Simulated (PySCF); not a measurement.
A series of related molecules.

All values: PBE0/pcSseg-1 (PySCF) at GFN2-xTB geometries, gas phase, one conformer each. Dipoles and anisotropies that the point group forbids are given as zero.

(1) Rank by LUMO energy, highest first.
A. `CC[C@@H](F)/C=C/[C@@H](C)F`
B. `[C@H](C)(F)/C=C/C(F)F`
C. `CC#C[C@@H](F)/C=C/[C@@H](C)F`

Answers

(1) A (0.25 eV), C (0.10 eV), B (-0.41 eV).

All values together:

| SMILES | change | formula | μ (D) | HOMO (eV) | LUMO (eV) | lowest IAO charge (e) | highest IAO charge (e) | lowest Hirshfeld charge (e) | highest Hirshfeld charge (e) |
| --- | --- | --- | --- | --- | --- | --- | --- | --- | --- |
| C[C@H](F)/C=C/CF | parent | C5H8F2 | 0.29 | -7.50 | 0.24 | -0.435 (C) | +0.189 (C) | -0.125 (C) | +0.070 (C) |
| CC#C[C@@H](F)/C=C/[C@@H](C)F | H on C replaced by propynyl | C8H10F2 | 1.32 | -7.45 | 0.10 | -0.438 (C) | +0.189 (C) | -0.124 (C) | +0.076 (C) |
| C[C@H](F)/C=C/[C@@H](C)F | H on C replaced by CH3 | C6H10F2 | 0.00 | -7.48 | 0.22 | -0.435 (C) | +0.189 (C) | -0.125 (C) | +0.070 (C) |
| C[C@@H](F)/C=C/C(F)F | H on C replaced by F | C5H7F3 | 2.04 | -8.14 | -0.41 | -0.435 (C) | +0.446 (C) | -0.122 (C) | +0.147 (C) |
| CC[C@@H](F)/C=C/[C@@H](C)F | H on C replaced by C2H5 | C7H12F2 | 0.57 | -7.44 | 0.25 | -0.435 (C) | +0.189 (C) | -0.125 (C) | +0.070 (C) |

Conformers: `[CH3:1][C@H:2]([F:3])/[CH:4]=[CH:5]/[CH2:6][F:7]` with C1–C2–C4–C5 117°, C4–C5–C6–F7 1°; `[CH3:1][C:2]#[C:3][C@@H:4]([F:5])/[CH:6]=[CH:7]/[C@@H:8]([CH3:9])[F:10]` with C3–C4–C6–C7 -118°, C6–C7–C8–C9 -116°; `[CH3:1][C@H:2]([F:3])/[CH:4]=[CH:5]/[C@@H:6]([CH3:7])[F:8]` with C1–C2–C4–C5 115°, C4–C5–C6–C7 -115°; `[CH3:1][C@@H:2]([F:3])/[CH:4]=[CH:5]/[CH:6]([F:7])[F:8]` with C1–C2–C4–C5 -115°, C4–C5–C6–F7 -120°; `[CH3:1][CH2:2][C@@H:3]([F:4])/[CH:5]=[CH:6]/[C@@H:7]([CH3:8])[F:9]` with C1–C2–C3–F4 63°, C2–C3–C5–C6 -117°, C5–C6–C7–C8 -118°.

Q: Give the shifts from the parent, `C[C@H](F)/C=C/CF`.

A: 
| SMILES | change in μ (D) | change in HOMO (eV) | change in LUMO (eV) |
| --- | --- | --- | --- |
| CC#C[C@@H](F)/C=C/[C@@H](C)F | +1.03 | +0.05 | -0.14 |
| C[C@H](F)/C=C/[C@@H](C)F | -0.29 | +0.02 | -0.02 |
| C[C@@H](F)/C=C/C(F)F | +1.75 | -0.64 | -0.65 |
| CC[C@@H](F)/C=C/[C@@H](C)F | +0.28 | +0.06 | +0.01 |
